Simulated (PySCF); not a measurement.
## Ge(OH)₂, singlet: structure and spectrum

Computed with PBE0 in PySCF with Ge def2-TZVP, O def2-TZVP, H def2-TZVP; no relativity; density-fitted integrals.

The structure is a minimum.

Z-matrix (Å, degrees; charge 0 multiplicity 1):
```
Ge
O  1 1.7900
O  1 1.7900 2 102.42
H  2 0.9614 1 118.77 3 0.00
H  3 0.9614 1 118.77 2 0.00
```

- Point group: C2v
- Bond lengths: Ge–O 1.790 Å (×2), O–H 0.961 Å (×2)
- Bond angles: Ge–O–H 118.8° (×2), O–Ge–O 102.4°
- Principal polarisabilities: 29.6, 39.1, 39.8 bohr³
- Rotational constants: 0.4959, 0.2581, 0.1698 cm⁻¹
- Lowest empty level: -1.53 eV
- Atomisation energy without zero-point energy: 1725 kJ/mol
- Principal quadrupole moments (Buckingham, traceless) about the centre of mass: -10.05, 1.27, 8.77 D Å
- Enthalpy at 298.15 K above 0 K: 14.07 kJ/mol
- Rotational symmetry number: 2
- Highest occupied level: -7.91 eV
- Entropy at 298.15 K and 1 bar: 282.0 J/(mol K)
- Zero-point energy: 69.4 kJ/mol
- Heat capacity Cp at 298.15 K: 66.7 J/(mol K)
- Dipole moment: 1.61 D

Harmonic modes (masses in u: Ge 73.921, O 15.995, H 1.008):
```
symmetry  ω (cm⁻¹)  IR (km/mol)  μ (u)
      a1       268         25.8   4.71
      a2       313          0.0   1.05
      b1       435          270   1.23
      b2       659         50.5   3.44
      a1       683         88.8  14.74
      b2       684          248   1.41
      a1       835          1.2   1.16
      a1      3865         55.4   1.07
      b2      3866          3.0   1.07
```

In C2v the vibrations span 4a1 + a2 + b1 + 3b2. Here b1 is antisymmetric to the molecular plane and b2 lies in it. The a2 mode carries no infrared intensity, as symmetry demands.

Charges (e):
```
atom  Mulliken  Löwdin  polar tensor  Mayer order to Ge1
 Ge1      0.54    0.29          1.10                   –
O2,3     -0.56   -0.28         -0.79                1.06
H4,5      0.29    0.14          0.24                0.05
```
Other Mayer orders above 0.3: O–H 0.89 (×2).

Mulliken populations on Ge1: s 7.83, p 13.33, d 10.24, f 0.07.

Only a few start shapes were tried, so a lower isomer may exist.

The final relaxation and frequency run took 27 s on 4 threads of a shared Arm Neoverse V1 host, with 122 basis functions and 13 gradients; the process peaked at 1.5 GiB.
